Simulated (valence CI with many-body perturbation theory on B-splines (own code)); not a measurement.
E1 transitions of In43+

Computed by relativistic CI+MBPT: four valence electrons over a frozen Dirac-Fock core [He], a basis of 11 s, 11 p, 10 d, 8 f, 5 g, 2 h functions for each j, with the one-electron correlation potential Σ1 (screened to all orders), the two-electron term Σ2, the three-electron term Σ3, Breit, model QED; selected single and double excitations, second order for the rest, scaled by the run's own slope (own B-spline code, finite nucleus).

No measured spectrum was set against this ion. As an estimate, large intervals hold to a few tenths of a per cent, small ones and those within an open d or f shell to about a per cent. Among the levels kept, up to 810 cm⁻¹ of a level comes from second order outside the variational space, and about a tenth of that is noise between levels of different J, which matters for small intervals.

Lines 51 to 100 of 544 in falling wavelength, among levels below 5005.9 eV, chosen from the strongest by gf and those to the six lowest levels. Wavelengths and rates use the calculated energies. Electric multipoles are in the length gauge with retardation, E1 and E2 with the static RPA response of the core. Weak lines are less certain than strong ones. Lines between different terms over intervals too small for the method are left out, as are lines whose strength nearly cancels. Where a level lies close to another of its J and parity, the split of strength between their lines is uncertain. The highest levels of a list are the least certain.

Levels are named by their leading jj configuration (3d3/2^4 stands for four electrons in 3d with j = 3/2), which in mixed levels can hold well under half, so a name can repeat and another be missing. Letters in brackets count levels of one name in rising energy.

| λ vac (Å) | Upper | Lower | A (s⁻¹) | S (a.u.) |
| --- | --- | --- | --- | --- |
| 115.2 | (2s 2p1/2 2p3/2 3d3/2) J=2 [b] | (2s 2p1/2 2p3/2 3p1/2) J=2 [b] | 1.35e+10 | 5.10e-02 |
| 114.8 | (2p1/2 2p3/2^2 3p3/2) J=4 | (2p1/2 2p3/2^2 3s) J=3 | 3.97e+10 | 2.67e-01 |
| 114.5 | (2p1/2 2p3/2^2 3p3/2) J=2 [a] | (2p1/2 2p3/2^2 3s) J=1 [a] | 1.18e+10 | 4.36e-02 |
| 114.4 | (2p1/2^2 2p3/2 3d3/2) J=2 | (2p1/2^2 2p3/2 3p1/2) J=2 | 1.07e+10 | 3.97e-02 |
| 114.0 | (2s^2 2p3/2 3p3/2) J=1 | (2s^2 2p3/2 3s) J=1 | 1.65e+10 | 3.62e-02 |
| 114.0 | (2p1/2 2p3/2^2 3p3/2) J=3 [a] | (2s 2p3/2^2 3p3/2) J=2 [c] | 9.47e+09 | 4.85e-02 |
| 113.4 | (2s 2p1/2^2 3p3/2) J=1 | (2s 2p1/2^2 3s) J=0 | 2.32e+10 | 5.01e-02 |
| 112.4 | (2s 2p3/2^2 3d3/2) J=3 [a] | (2s 2p3/2^2 3p1/2) J=3 | 1.05e+10 | 5.15e-02 |
| 112.4 | (2p1/2^2 2p3/2 3p3/2) J=3 | (2p1/2^2 2p3/2 3s) J=2 | 4.06e+10 | 1.99e-01 |
| 111.6 | (2p1/2^2 2p3/2 3d3/2) J=2 | (2p1/2^2 2p3/2 3p1/2) J=1 | 1.40e+10 | 4.80e-02 |
| 111.6 | (2s 2p1/2 2p3/2 3d3/2) J=1 [b] | (2s 2p1/2 2p3/2 3p1/2) J=2 [b] | 1.56e+10 | 3.21e-02 |
| 111.5 | (2s 2p1/2 2p3/2 3d3/2) J=2 [a] | (2s 2p1/2 2p3/2 3p1/2) J=2 [a] | 1.07e+10 | 3.66e-02 |
| 111.3 | (2s 2p1/2 2p3/2 3p3/2) J=2 [c] | (2s 2p1/2 2p3/2 3s) J=1 [c] | 1.47e+10 | 5.01e-02 |
| 111.3 | (2p1/2 2p3/2^2 3d3/2) J=3 | (2s 2p3/2^2 3d3/2) J=2 [c] | 1.35e+10 | 6.40e-02 |
| 111.0 | (2s^2 2p3/2 3p3/2) J=3 | (2s^2 2p3/2 3s) J=2 | 2.15e+10 | 1.02e-01 |
| 110.5 | (2p1/2 2p3/2^2 3p3/2) J=3 [a] | (2p1/2 2p3/2^2 3s) J=2 [a] | 2.65e+10 | 1.24e-01 |
| 110.4 | (2s^2 2p3/2 3d3/2) J=2 | (2s^2 2p3/2 3p1/2) J=2 | 9.32e+09 | 3.09e-02 |
| 110.2 | (2p1/2^2 2p3/2 3d3/2) J=3 | (2p1/2^2 2p3/2 3p1/2) J=2 | 2.70e+10 | 1.25e-01 |
| 110.1 | (2s 2p3/2^2 3d3/2) J=3 [b] | (2s 2p3/2^2 3p1/2) J=2 [b] | 1.20e+10 | 5.54e-02 |
| 109.7 | (2s 2p1/2 2p3/2 3p3/2) J=1 [b] | (2s 2p1/2 2p3/2 3s) J=2 [b] | 2.15e+10 | 4.20e-02 |
| 109.5 | (2s 2p3/2^2 3d5/2) J=4 [a] | (2s 2p3/2^2 3p1/2) J=3 | 1.24e+10 | 7.25e-02 |
| 109.5 | (2s 2p1/2 2p3/2 3p3/2) J=4 | (2s 2p1/2 2p3/2 3s) J=3 | 3.94e+10 | 2.30e-01 |
| 109.3 | (2s 2p1/2 2p3/2 3d3/2) J=4 | (2s 2p1/2 2p3/2 3p1/2) J=3 | 2.04e+10 | 1.18e-01 |
| 109.2 | (2p1/2 2p3/2^2 3p3/2) J=2 [a] | (2p1/2 2p3/2^2 3s) J=2 [a] | 1.30e+10 | 4.17e-02 |
| 109.1 | (2s 2p3/2^2 3d3/2) J=2 [a] | (2s 2p3/2^2 3p1/2) J=2 [a] | 1.81e+10 | 5.81e-02 |
| 109.0 | (2s 2p3/2^2 3d3/2) J=3 [a] | (2s 2p3/2^2 3p1/2) J=2 [a] | 9.80e+09 | 4.38e-02 |
| 108.8 | (2s 2p1/2 2p3/2 3p3/2) J=2 [a] | (2s 2p1/2 2p3/2 3s) J=1 [a] | 1.77e+10 | 5.63e-02 |
| 108.5 | (2s 2p1/2 2p3/2 3p3/2) J=3 [c] | (2s 2p1/2 2p3/2 3s) J=2 [c] | 3.62e+10 | 1.60e-01 |
| 108.5 | (2s^2 2p3/2 3d3/2) J=3 | (2s^2 2p3/2 3p1/2) J=2 | 9.35e+09 | 4.12e-02 |
| 108.1 | (2s 2p1/2^2 3d3/2) J=1 | (2s 2p1/2^2 3p1/2) J=0 | 1.77e+10 | 3.30e-02 |
| 107.9 | (2s^2 2p3/2 3d3/2) J=2 | (2s^2 2p3/2 3p1/2) J=1 | 1.26e+10 | 3.92e-02 |
| 107.8 | (2s 2p1/2^2 3d3/2) J=2 | (2s 2p1/2^2 3p1/2) J=1 | 2.52e+10 | 7.78e-02 |
| 107.5 | (2p1/2 2p3/2^2 3p3/2) J=2 [c] | (2p1/2 2p3/2^2 3s) J=1 [b] | 4.13e+10 | 1.27e-01 |
| 107.3 | (2s 2p3/2^2 3d3/2) J=2 [b] | (2s 2p3/2^2 3p1/2) J=1 [b] | 1.79e+10 | 5.45e-02 |
| 107.3 | (2s 2p1/2 2p3/2 3p3/2) J=3 [b] | (2s 2p1/2 2p3/2 3s) J=2 [b] | 2.21e+10 | 9.42e-02 |
| 106.6 | (2s 2p3/2^2 3d3/2) J=1 [a] | (2s 2p3/2^2 3p1/2) J=2 [a] | 2.40e+10 | 4.31e-02 |
| 106.3 | (2s 2p1/2 2p3/2 3d3/2) J=3 [a] | (2s 2p1/2 2p3/2 3p1/2) J=2 [a] | 2.05e+10 | 8.52e-02 |
| 106.2 | (2s 2p3/2^2 3p3/2) J=3 [a] | (2s 2p3/2^2 3s) J=3 | 1.76e+10 | 7.28e-02 |
| 106.0 | (2s 2p3/2^2 3p3/2) J=4 | (2s 2p3/2^2 3s) J=3 | 3.72e+10 | 1.97e-01 |
| 106.0 | (2s 2p1/2 2p3/2 3d3/2) J=3 [d] | (2s 2p1/2 2p3/2 3p1/2) J=2 [c] | 2.66e+10 | 1.09e-01 |
| 104.8 | (2p1/2^2 2p3/2 3d3/2) J=1 | (2p1/2^2 2p3/2 3p1/2) J=1 | 2.43e+10 | 4.14e-02 |
| 104.4 | (2s 2p1/2 2p3/2 3d3/2) J=2 [a] | (2s 2p1/2 2p3/2 3p1/2) J=1 [a] | 1.43e+10 | 4.00e-02 |
| 104.3 | (2s^2 2p1/2 3d3/2) J=2 | (2s^2 2p1/2 3p1/2) J=1 | 2.73e+10 | 7.63e-02 |
| 104.1 | (2s 2p3/2^2 3p3/2) J=2 [b] | (2s 2p3/2^2 3s) J=1 [a] | 3.07e+10 | 8.55e-02 |
| 104.1 | (2p1/2 2p3/2^2 3p3/2) J=1 [c] | (2p1/2 2p3/2^2 3s) J=0 | 3.01e+10 | 5.03e-02 |
| 104.0 | (2s 2p1/2 2p3/2 3p3/2) J=3 [a] | (2s 2p1/2 2p3/2 3s) J=2 [a] | 4.03e+10 | 1.57e-01 |
| 103.8 | (2p1/2^2 2p3/2 3p3/2) J=2 | (2p1/2^2 2p3/2 3s) J=1 | 3.08e+10 | 8.49e-02 |
| 103.7 | (2s 2p1/2 2p3/2 3d3/2) J=1 [a] | (2s 2p1/2 2p3/2 3p1/2) J=1 [a] | 2.34e+10 | 3.87e-02 |
| 103.2 | (2s^2 2p1/2 3p3/2) J=1 | (2s^2 2p1/2 3s) J=0 | 2.04e+10 | 3.32e-02 |
| 103.2 | (2p1/2 2p3/2^2 3d3/2) J=3 | (2p1/2 2p3/2^2 3p1/2) J=2 [a] | 9.35e+09 | 3.55e-02 |
